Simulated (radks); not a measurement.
Problem. Cs16+, 39 electrons, occupied as [Kr] 4d3. Method: scalar-relativistic Kohn-Sham, LDA (Slater exchange, Perdew-Wang correlation), spin-polarised, spherical densities, point nucleus; open shells are filled with parallel spins first (spin-orbit coupling, left out, can overturn this in heavy ions); computed with a radial shooting solver on a logarithmic mesh with Libxc functionals. Some entries of the table are withheld. Estimate them.

| orbital | occ. | eigenvalue (eV) | r(max) (bohr) |
|---|---|---|---|
| 1s up | 1 | -36143.64 | 0.01680 |
| 1s down | 1 | -36143.59 | 0.01680 |
| 2s up | 1 | -5992.698 | 0.09496 |
| 2s down | 1 | -5991.116 | 0.09495 |
| 2p up | 3 | -5418.164 | 0.07619 |
| 2p down | 3 | -5416.886 | 0.07618 |
| 3s up | 1 | -1533.196 | 0.2721 |
| 3s down | 1 | -1532.093 | 0.2721 |
| 3p up | 3 | -1348.335 | 0.2659 |
| 3p down | 3 | -1347.157 | 0.2659 |
| 3d up | 5 | (1) | 0.2189 |
| 3d down | 5 | (2) | 0.2190 |
| 4s up | 1 | -555.5281 | 0.6250 |
| 4s down | 1 | -550.7668 | 0.6244 |
| 4p up | 3 | -492.2125 | 0.6473 |
| 4p down | 3 | -487.4799 | 0.6468 |
| 4d up | 3 | -398.9513 | 0.6685 |
| 4d down | 0 | -394.3021 | 0.6682 |

Solution. 
(1) 3d up eigenvalue (eV): -1078.305
(2) 3d down eigenvalue (eV): -1076.794
